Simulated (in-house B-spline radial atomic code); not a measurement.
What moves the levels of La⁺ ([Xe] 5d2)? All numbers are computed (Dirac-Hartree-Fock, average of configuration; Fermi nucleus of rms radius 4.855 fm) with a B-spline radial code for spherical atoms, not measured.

Baseline run (computed): total energy -8493.4691 hartree, 1s1/2 at -1439.027 hartree, 5d5/2 at -10.143 eV with <r> = 2.939 bohr.

Scaling the speed of light c (a factor of 100 is close to the non-relativistic limit):

| c/c0 | ΔE (hartree) | 5d5/2 level (eV) | 5d5/2 <r> (bohr) |
| --- | --- | --- | --- |
| 0.9 | -71.492 | -10.0354 | 2.966 |
| 0.98 | -12.333 | -10.124 | 2.943 |
| 1.02 | 11.526 | -10.161 | 2.934 |
| 2 | 208.84 | -10.4971 | 2.857 |
| 100 | 272.65 | -10.6182 | 2.832 |

Changing the nucleus:

```csv
nucleus,ΔE (eV)
Gaussian nucleus of rms radius 4.855 fm,-0.0439
uniform spherical nucleus of rms radius 4.855 fm,0.0144
Gaussian nucleus of rms radius 0.01 fm,-10.2
Fermi nucleus of rms radius 4.7579 fm,-0.366
Fermi nucleus of rms radius 4.9521 fm,0.372
```

A larger nucleus binds the electrons less, roughly as the density at the nucleus times the change of the nuclear <r²>. At equal rms radius the shape enters only through higher moments. A radius of 0.01 fm is nearly a point.

Problem. The nuclear charge is raised by 0.1. What does the Hellmann-Feynman theorem predict for the energy, and what is found?

Solution. dE/dZ ≈ -Σ<1/r>, which is -362.426 at the start and -363.325 at the end; their mean times 0.1 is -36.288 hartree, and the two runs differ by -36.287 hartree.
